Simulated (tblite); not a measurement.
Species: C5H15P2 (charge +1).
SMILES with atom numbers: `[CH3:1][P@H+:2]([PH2:3])[C:4]([CH3:5])([CH3:6])[CH3:7]` (hydrogens: H8, H9, H10 on C1; H11 on P2; H12, H13 on P3; H14, H15, H16 on C5; H17, H18, H19 on C6; H20, H21, H22 on C7)

A start from a force field or distance geometry was refined with GFN2-xTB geometry optimisation, gas phase in tblite. Values at the start:

```json
{"coordinate": "C1–P2", "start": "1.805 Å"}
{"coordinate": "C1–H8", "start": "1.087 Å"}
{"coordinate": "P2–P3", "start": "2.176 Å"}
{"coordinate": "P2–C4", "start": "1.841 Å"}
{"coordinate": "P2–H11", "start": "1.401 Å"}
{"coordinate": "P3–H12", "start": "1.418 Å"}
{"coordinate": "C4–C5", "start": "1.552 Å"}
{"coordinate": "C5–H14", "start": "1.086 Å"}
{"coordinate": "C1–P2–P3", "start": "104.1°"}
{"coordinate": "C1–P2–C4", "start": "106.3°"}
{"coordinate": "P2–C4–C5", "start": "113.3°"}
{"coordinate": "P2–C4–C6", "start": "108.9°"}
{"coordinate": "P2–C4–C7", "start": "109.3°"}
{"coordinate": "P3–P2–C4", "start": "109.4°"}
{"coordinate": "C5–C4–C6", "start": "108.3°"}
{"coordinate": "C1–P2–C4–C5", "start": "55°"}
```

Problem. How do these coordinates change at the GFN2-xTB level?

Solution. 
```json
{"coordinate": "C4–C5", "GFN2-xTB (Å or °)": "1.525", "change": "-0.027"}
{"coordinate": "P3–H12", "GFN2-xTB (Å or °)": "1.399", "change": "-0.019"}
{"coordinate": "P2–C4", "GFN2-xTB (Å or °)": "1.859", "change": "+0.018"}
{"coordinate": "P2–P3", "GFN2-xTB (Å or °)": "2.161", "change": "-0.015"}
{"coordinate": "P2–H11", "GFN2-xTB (Å or °)": "1.389", "change": "-0.012"}
{"coordinate": "C1–P2", "GFN2-xTB (Å or °)": "1.813", "change": "+0.008"}
{"coordinate": "C1–H8", "GFN2-xTB (Å or °)": "1.091", "change": "+0.004"}
{"coordinate": "C5–H14", "GFN2-xTB (Å or °)": "1.088", "change": "+0.002"}
{"coordinate": "C1–P2–C4", "GFN2-xTB (Å or °)": "112.1", "change": "+5.8"}
{"coordinate": "P2–C4–C5", "GFN2-xTB (Å or °)": "107.8", "change": "-5.5"}
{"coordinate": "C1–P2–P3", "GFN2-xTB (Å or °)": "109.4", "change": "+5.3"}
{"coordinate": "C5–C4–C6", "GFN2-xTB (Å or °)": "111.7", "change": "+3.4"}
{"coordinate": "P2–C4–C7", "GFN2-xTB (Å or °)": "106.4", "change": "-2.9"}
{"coordinate": "P3–P2–C4", "GFN2-xTB (Å or °)": "110.2", "change": "+0.8"}
{"coordinate": "P2–C4–C6", "GFN2-xTB (Å or °)": "108.8", "change": "-0.1"}
{"coordinate": "C1–P2–C4–C5", "GFN2-xTB (Å or °)": "60", "change": "+5"}
```

The energy falls by 5.8 kcal/mol over 93 L-BFGS steps, the largest force on an atom goes from 1.72 to 0.009 eV/Å, and the atoms move by 0.135 Å rms after alignment. The bond that changes most is C4–C5 (sp3 carbon bound to phosphorus to methyl carbon), which shortens by 0.027 Å. Bonds longer at the end by more than 0.005 Å: 3 of 21; shorter: 11. Among the dihedrals that turn most is C1–P2–P3–H12, from 171° to 149°. Rotational constants go from 2251, 1297, 1074 to 2213, 1333, 1071 MHz.

On Arm Neoverse V1, one thread, shared host with 32 logical CPUs at a one-minute load of 12, this took 0.75 s wall.

Its GFN2-xTB frequencies are all real (lowest 34 cm⁻¹). 2 starts were optimised and ended at 0.00 and 0.81 kcal/mol (GFN2-xTB); the lowest of these is shown.

One conformer stands for the species.

All values are computed, not measured.
